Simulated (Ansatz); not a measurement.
Isomers of CH4OSSi, relaxed with PBE0-D4/def2-TZVP in Ansatz; electronic energies, one conformer each and not always the lowest. Functionals use def2-TZVPP; CBS adds triple-zeta CCSD(T) − MP2 to the MP2 limit of def2-TZVPP and def2-QZVPP.

Problem. Order them by energy at frozen-core CCSD(T)/CBS, lowest first. (Estimate.)
A. `S[SiH]1CO1`
B. `O=C([SiH3])S`
C. `OC1[SiH2]S1`
D. `O=CS[SiH3]`
E. `CS[Si]O`
F. `SC1O[SiH2]1`
G. `C1O[SiH2]S1`
H. `O[SiH]1CS1`

Solution. H (0.0 kcal/mol), E (4.7 kcal/mol), G (14.0 kcal/mol), A (28.2 kcal/mol), D (31.1 kcal/mol), C (45.8 kcal/mol), B (48.4 kcal/mol), F (52.6 kcal/mol).

Problem. How do HF/CBS(def2), PBE-D4, PBE0-D4, B3LYP place them (kcal/mol, against `O[SiH]1CS1`)? (Best estimate.)

Solution. Ansatz gave: 
| isomer | HF/CBS(def2) | PBE-D4 | PBE0-D4 | B3LYP |
| --- | --- | --- | --- | --- |
| `C1O[SiH2]S1` | 9.8 | 14.2 | 13.5 | 13.4 |
| `OC1[SiH2]S1` | 47.7 | 41.0 | 43.1 | 44.0 |
| `SC1O[SiH2]1` | 53.2 | 49.0 | 51.8 | 49.9 |
| `O=C([SiH3])S` | 44.5 | 41.2 | 46.7 | 41.1 |
| `S[SiH]1CO1` | 28.2 | 25.5 | 27.4 | 25.9 |
| `CS[Si]O` | 4.3 | 2.3 | 4.8 | 1.2 |
| `O=CS[SiH3]` | 26.3 | 25.1 | 29.3 | 25.3 |

B3LYP here is the variant with VWN-RPA as its local correlation; programs differ in this.
